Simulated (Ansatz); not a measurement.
CH8BNOSi can be A, `CB(N)O[SiH3]`, or B, `CB(N)[SiH2]O`.

Program: Ansatz. Geometries: PBE0-D4/def2-TZVP. ΔE: electronic, gas phase. CCSD(T)/CBS is the MP2 limit (def2-TZVPP, def2-QZVPP) plus CCSD(T) − MP2 in def2-TZVPP, frozen cores. DFT in def2-TZVPP. B3LYP here is the variant with VWN-RPA as its local correlation; programs differ in this. One conformer a species, not always the lowest.

Which is lower in electronic energy at CCSD(T)/CBS, and by how much? (Best estimate.)

The calculation gave: A, by 143.9 kJ/mol.

Give E(B) − E(A) in kJ/mol with B3LYP-D4, MP2/def2-TZVPP, CCSD(T)/def2-TZVPP, r2SCAN-D4, ωB97M-V, CCSD/def2-TZVPP, B2PLYP. (Best estimate.)

Ansatz gave: B3LYP-D4 146.1, MP2/def2-TZVPP 149.3, CCSD(T)/def2-TZVPP 145.7, r2SCAN-D4 143.6, ωB97M-V 147.5, CCSD/def2-TZVPP 148.9, B2PLYP 148.2. None reverses the order clearly.

Largest T1 diagnostic: 0.012.

From PBE to PBE0 (25 % exact exchange), in def2-TZVPP and without D4, E(B) − E(A) moves by +8.7 kJ/mol. In def2-TZVPP, CCSD(T) changes the Hartree–Fock value by −24.6 kJ/mol (the triples alone add −3.1 kJ/mol) and MP2 by −21.0 kJ/mol.
